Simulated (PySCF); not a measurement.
## ZrOF2 at several levels of theory

All levels use the PBE0 minimum (singlet; Zr–F 1.934 Å (×2), Zr–O 1.736 Å; F–Zr–F 120.3°, F–Zr–O 111.8° (×2)), basis [Zr def2-TZVP with ECP28, O def2-TZVP, F def2-TZVP], scalar-relativistic core potentials, density fitting, no spin–orbit coupling, PySCF. For vertical energies the ionised species is a doublet (spins chosen at PBE0 and kept) and the electron-attached one a doublet. Atomisation goes to high-spin ground-configuration atoms, without zero-point energy. Open shells are unrestricted, also as the reference of the correlated levels. A dash marks a value that was not computed or is not defined at that level.

```csv
level,atomisation (kJ/mol),vertical IP (eV),vertical EA (eV),−ε(HOMO) (eV),gap (eV),dipole (D)
PBE0,1967,11.17,1.52,8.90,5.74,4.38
HF,1298,9.52,1.29,12.74,11.84,5.12
MP2,?,?,?,–,–,–
PBE,2104,11.10,1.44,7.30,3.40,4.14
r2SCAN,?,?,?,?,?,?
B3LYP,1966,11.28,1.59,8.65,5.07,4.37
```

Q: Fill in the row of r2SCAN.

A: atomisation (kJ/mol) 2042, vertical IP (eV) 11.07, vertical EA (eV) 1.50, −ε(HOMO) (eV) 7.61, gap (eV) 4.11, dipole (D) 4.33.

Q: Fill in the row of MP2.

A: atomisation (kJ/mol) 2099, vertical IP (eV) 11.95, vertical EA (eV) 1.31.

Without diffuse functions attachment energies tend to come out too low.
